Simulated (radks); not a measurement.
All-electron atom: C I in [He] 2s2 2p2.

Method: scalar-relativistic Kohn-Sham, LDA (Slater exchange, VWN5 correlation), spin-polarised, spherical densities, point nucleus; open shells are filled with parallel spins first; hard spherical wall at 12 bohr; computed with a radial shooting solver on a logarithmic mesh with Libxc functionals.

Energy parts (eV):
| part | energy |
|---|---|
| total | -1020.053 |
| kinetic | 1014.684 |
| electron-nucleus | -2386.824 |
| Hartree | 482.470 |
| exchange-correlation | -130.383 |

Orbitals (lengths in bohr, moments of r in powers of bohr; <r^-3> diverges for s and p1/2; r(max) is where P^2 peaks):
| orbital | occ. | eigenvalue (eV) | <1/r> | <r> | r(max) | <r^-3> |
|---|---|---|---|---|---|---|
| 1s up | 1 | -270.6156 | 5.601 | 0.2731 | 0.1752 | - |
| 1s down | 1 | -269.6706 | 5.615 | 0.2722 | 0.1750 | - |
| 2s up | 1 | -14.4682 | 0.9293 | 1.564 | 1.209 | - |
| 2s down | 1 | -11.8496 | 0.8931 | 1.629 | 1.233 | - |
| 2p up | 2 | -6.1885 | 0.7900 | 1.735 | 1.174 | 1.816 |
| 2p down | 0 | -3.7868 | 0.7236 | 1.958 | 1.242 | 1.537 |
| 3s up | 0 | 0.1351 | 0.2205 | 5.900 | 5.371 | - |
| 3s down | 0 | 0.3944 | 0.2080 | 6.184 | 5.825 | - |
| 3p up | 0 | 1.2309 | 0.1973 | 6.615 | 6.631 | 0.1588 |
| 3p down | 0 | 1.4668 | 0.2006 | 6.810 | 7.040 | 0.1843 |
| 3d up | 0 | 2.3694 | 0.1558 | 7.057 | 7.305 | 0.006120 |
| 3d down | 0 | 2.4656 | 0.1512 | 7.203 | 7.450 | 0.005252 |

The highest occupied level is 2p up at -6.188 eV. The pressure on the wall is 0.0000236 GPa. Spin moment in Bohr magnetons: 2. The density falls to 0.001 e/bohr^3 at r = 3.65 bohr. Summed over all electrons, <r^2> = 14.24 bohr^2, which gives a Langevin (diamagnetic) susceptibility term of -11.3 x 10^-6 cm^3/mol.
